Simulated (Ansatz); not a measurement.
Start from `CB([SiH3])S` and change one atom or group to get `CB(S)S`.

Ansatz, PBE0-D4/def2-TZVP geometries, multiplicity 1. Each molecule was computed in one conformer, which needn't be the lowest.

```csv
property,`CB([SiH3])S`
LUMO energy (PBE0/def2-TZVPP) / eV,-1.37
HOMO energy (PBE/def2-TZVPP) / eV,-6.89
size of the dipole moment (PBE/def2-TZVPP) / D,1.78
LUMO energy (ωB97M-V/def2-TZVPP) / eV,0.62
LUMO energy (PBE/def2-TZVPP) / eV,-2.28
HOMO–LUMO gap (ωB97M-V/def2-TZVPP) / eV,10.83
```

(1) What does the change do to each property? (Estimate.)

Results:

(1) Computed: 
| property | `CB(S)S` | shift |
| --- | --- | --- |
| LUMO energy (PBE0/def2-TZVPP) / eV | -0.55 | 0.82 |
| HOMO energy (PBE/def2-TZVPP) / eV | -6.23 | 0.66 |
| size of the dipole moment (PBE/def2-TZVPP) / D | 1.01 | -0.77 |
| LUMO energy (ωB97M-V/def2-TZVPP) / eV | 1.49 | 0.87 |
| LUMO energy (PBE/def2-TZVPP) / eV | -1.46 | 0.82 |
| HOMO–LUMO gap (ωB97M-V/def2-TZVPP) / eV | 11.00 | 0.17 |

With PBE0 the HOMO rises by 0.70 eV and the LUMO rises by 0.82 eV, so the gap widens by about 0.12 eV. PBE moves the HOMO by 0.66 eV and ωB97M-V by 0.70 eV. Dipoles are sizes alone; their direction can turn.
